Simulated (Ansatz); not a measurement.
Basis-set series for `[OH][SbH][Al]([OH])[PH2]`. Charge 0, multiplicity 1. Sb: def2 effective core potential. The structure was optimised at the PBE0-D4/def2-TZVP level. It is one conformer, not always the lowest.

```csv
functional,basis,functions,energy (Eh),HOMO (eV),LUMO (eV)
PBE0-D4,def2-TZVPP,266,-977.27691,-6.54,-1.54
PBE0-D4,def2-QZVPP,486,-977.30679,-6.57,-1.62
ωB97M-V,def2-TZVPP,266,-977.53951,-8.41,0.16
ωB97M-V,def2-QZVPP,486,-977.56851,-8.44,-0.03
```

(1) Give the rows for def2-SVP. (An estimate is asked.)

Results:

(1) Computed: 
```json
{"functional": "PBE0-D4", "basis": "def2-SVP", "functions": "115", "energy (Eh)": "-976.86096", "HOMO (eV)": "-6.47", "LUMO (eV)": "-1.29"}
{"functional": "ωB97M-V", "basis": "def2-SVP", "functions": "115", "energy (Eh)": "-977.11825", "HOMO (eV)": "-8.31", "LUMO (eV)": "0.56"}
```

Positive LUMOs are unbound and depend on the basis.
